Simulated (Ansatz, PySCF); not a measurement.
Process, species as SMILES: [O]=[Al][F] -> [O]=[Al][F] as doublet, charge +1 + e-
Geometries: B3LYP-D3(BJ)/def2-TZVP minima from Ansatz (an electronic-structure program).

Property: adiabatic ionisation energy (0 K, with B3LYP-D3(BJ) harmonic zero-point energies from PySCF), in eV. Correlated levels leave the core frozen unless marked. Open shells are spin-unrestricted. No spin-orbit coupling. Non-relativistic. FCI takes restricted orbitals. CBS(X,Y): correlation extrapolated as X^-3; Hartree-Fock from the larger set.

```csv
level,program,adiabatic ionisation energy (eV)
SVWN5/def2-TZVPD,Ansatz,10.98
PBE-D4/def2-TZVPD,Ansatz + dftd4,10.50
revPBE-D3(BJ)/def2-TZVPD,Ansatz + dftd3,10.34
r2SCAN-D3(BJ)/def2-TZVPD,Ansatz + dftd3,10.23
B3LYP-D4/def2-TZVPD,Ansatz + dftd4,…
PBE0-D3(BJ)/def2-TZVPD,Ansatz + dftd3,10.15
BHLYP-D4/def2-TZVPD,Ansatz + dftd4,…
r2SCAN0/def2-TZVPD,Ansatz,9.98
HSE06-D3(BJ)/def2-TZVPD,Ansatz + dftd3,10.15
HSE06/def2-TZVPD,Ansatz,10.15
LC-wPBE/def2-TZVPD,Ansatz,10.22
wB97X-V/def2-TZVPD,Ansatz,10.15
CCSD/STO-3G,Ansatz,3.99
CCSD/6-31G,Ansatz,…
CCSD/6-31G*,Ansatz,9.62
CCSD/aug-cc-pV(D+d)Z,Ansatz,10.01
CCSD/cc-pV(D+d)Z,Ansatz,9.86
CCSD/cc-pVTZ,Ansatz,9.95
CCSD/cc-pwCVTZ,Ansatz,9.98
FCI/STO-3G,Ansatz,4.23
"CCSD(T)/CBS(cc-pV(T+d)Z,cc-pV(Q+d)Z)",Ansatz,10.39
```

Problem. Some entries are withheld; supply them.

Solution. 
- B3LYP-D4/def2-TZVPD, adiabatic ionisation energy (eV): 10.36
- BHLYP-D4/def2-TZVPD, adiabatic ionisation energy (eV): 9.81
- CCSD/6-31G, adiabatic ionisation energy (eV): 9.69
